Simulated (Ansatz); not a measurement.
Relaxation of CH5GaS2 (9 atoms, charge 0, multiplicity 1), to a largest force component of 0.015 eV/Å in at most 40 steps.

Computed with RKS B3LYP-D4/def2-SVP (Ansatz 0.2.0).

```xyz
9
Properties=species:S:1:pos:R:3
C -0.601 0.964 -0.495
Ga -0.419 0.182 1.759
S 0.166 -1.527 1.039
S 2.159 -1.564 0.065
H -1.429 1.784 -0.447
H -0.727 0.520 -1.493
H 0.380 1.477 -0.405
H -0.943 -0.602 1.097
H 2.696 -1.846 1.327
```

Question: Where does it end, and by what steps?

Answer: It converged. The force dipped under the threshold on the way, but the program's further checks kept it going. After 34 steps the energy has fallen by 9.274 eV; H8 moved furthest, 1.40 Å. The start is strongly strained (largest force component 17 eV/Å), so its close contacts needn't be bonds. Parted: S3–H8 (1.44 → 3.17 Å).

| step | energy less start (eV) | largest force component (eV/Å) | accepted |
| --- | --- | --- | --- |
| 0 | 0.0000 | 16.677 | yes |
| 2 | -5.3311 | 2.175 | yes |
| 4 | -6.6787 | 1.371 | yes |
| 6 | -7.6269 | 1.504 | yes |
| 8 | -8.5922 | 1.117 | yes |
| 10 | -9.1351 | 0.313 | yes |
| 12 | -9.2522 | 0.174 | yes |
| 14 | -9.2635 | 0.222 | yes |
| 16 | -9.2677 | 0.042 | yes |
| 18 | -9.2685 | 0.185 | no |
| 20 | -9.2693 | 0.167 | yes |
| 22 | -9.2710 | 0.068 | yes |
| 24 | -9.2720 | 0.019 | yes |
| 26 | -9.2695 | 0.290 | no |
| 28 | -9.2735 | 0.080 | yes |
| 30 | -9.2741 | 0.005 | yes |
| 32 | -9.2743 | 0.011 | yes |
| 34 | -9.2745 | 0.008 | yes |

```xyz
9
Properties=species:S:1:pos:R:3
C -0.408 1.008 -0.444
Ga -0.885 -0.393 0.850
S 0.579 -2.013 1.364
S 2.241 -1.581 0.107
H -0.548 2.004 0.007
H -1.071 0.943 -1.322
H 0.635 0.893 -0.772
H -2.232 -0.583 1.636
H 2.969 -0.892 1.021
```

Whether the end is a true minimum wasn't checked by a vibrational analysis.

Time of the run: 67 s on 2 threads of Intel(R) Xeon(R) 6975P-C (Granite Rapids), on a shared host, peak memory 0.28 GiB.
